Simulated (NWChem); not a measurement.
C3H5BO; SMILES C#CB(C)O

```xyz
10

B     -0.0728    -0.4530    -0.0012
C      0.0198     1.0928    -0.0009
C      0.0918     2.3085     0.0003
H      0.1611     3.3819     0.0021
C      1.2108    -1.3517     0.0000
H      0.9706    -2.4242    -0.0101
H      1.8287    -1.1318     0.8868
H      1.8447    -1.1173    -0.8715
O     -1.2950    -1.0424     0.0002
H     -2.0153    -0.4023     0.0001
```
Atoms are numbered in this order, from 1.

Program: NWChem. All runs use the structure optimised with PBE0/def2-SVP.

Task: Estimate the computed values for TPSSh/def2-SVP. Quantities: highest occupied level (eV); orbital gap (eV); dipole (D).

Result: 
```
Item                         Value
---------------------------  -----
highest occupied level (eV)  -7.31
orbital gap (eV)              6.14
dipole (D)                    1.46
```
